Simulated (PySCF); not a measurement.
C₃H₁₂AlAs.
Structure used (PBE0-D3(BJ)/def2-SVP), in Å, numbered top down from 1:
```
atom  x, y, z in Å
C1    -1.5753   -0.9911    0.2686
C2    -1.6443    0.5250    0.3659
C3    -0.6015    1.2616   -0.4670
As4    1.2470    0.9310    0.0972
Al5    2.3552   -1.3973   -0.2308
H6    -2.3799   -1.4587    0.8548
H7    -1.6797   -1.3287   -0.7745
H8    -0.6216   -1.3920    0.6483
H9    -1.5648    0.8407    1.4209
H10   -2.6368    0.8703    0.0289
H11   -0.6459    0.9455   -1.5219
H12   -0.7623    2.3491   -0.4377
H13    1.2327    1.5631    1.4723
H14    1.9476    2.0578   -0.6266
H15    1.7660   -1.6330   -1.7062
H16    3.8845   -0.9420   -0.0871
H17    1.6718   -2.1891    0.9836
```

Computed with PBE0-D3(BJ)/def2-SVP geometry optimisation, gas phase (PySCF).

Q: Which atoms are bound to Al5, and at what distances?

A: 4 atoms: H16 1.602 Å, H17 1.603 Å, H15 1.606 Å, As4 2.599 Å. The nearest atom not counted as bound is H8, at 3.10 Å.

Q: List the angles at Al5.

A: 
```tsv
angle	degrees	distance of the outer atoms (Å)
H16–Al5–H17	118.7	2.76
H15–Al5–H16	118.3	2.75
H15–Al5–H17	117.8	2.75
As4–Al5–H17	99.5	3.27
As4–Al5–H16	98.1	3.24
As4–Al5–H15	95.2	3.18
```

Q: Describe the arrangement about Al5 in numbers.

A: Angles from 95.2° to 118.7°; τ4 = (360° − α − β)/141° = 0.87 with α and β the two widest (0 for a square, 1 for a tetrahedron).

Q: What are the other bond lengths?

A: C1–C2 1.521 Å; C2–C3 1.524 Å; C3–As4 1.961 Å; C1–H6, C1–H7, C1–H8 1.101 Å; C2–H9, C2–H10 1.104 Å; C3–H11, C3–H12 1.101 Å; As4–H13, As4–H14 1.512 Å.

Q: Give some angles away from the centre.

A: C1–C2–C3 114.6°, C2–C3–As4 114.0°, C3–As4–Al5 121.1°.

Q: What are the rotational constants (commonest isotopes, rigid rotor)?

A: A = 2841, B = 1550, C = 1082 MHz: an asymmetric top.

Point group: C1 (no symmetry element, even within 0.4 Å). Charge 0, singlet. No frequency check.

Time: 2.9 min wall. Hardware: one thread of an Arm Neoverse V1, no GPU, on a shared host. That covers the optimisation of the geometry.

One conformer stands for the species.
